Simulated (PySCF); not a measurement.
Vertical excitations of a molecule C2H7AlOS from TDDFT-M06-2X/def2-SVPD (PySCF 2.14.0), as energy in eV (oscillator strength): 5.98 (0.052), 6.40 (0.006), 6.51 (0.025), 6.63 (0.000), 6.76 (0.194), 7.12 (0.020), 7.27 (0.028), 7.33 (0.003), 7.52 (0.052), 7.62 (0.000). Lowest triplet (TDA): 5.74 eV. Coordinates come from a TPSSh-D3(BJ)/def2-SVP optimisation. Other conformers were not sampled.

Problem. Which molecule gave these data?
A) C[S][Al]([CH3])[OH]
B) C[O][Al]([CH3])[SH]
C) C[O][AlH][S]C

Solution. B, C[O][Al]([CH3])[SH]
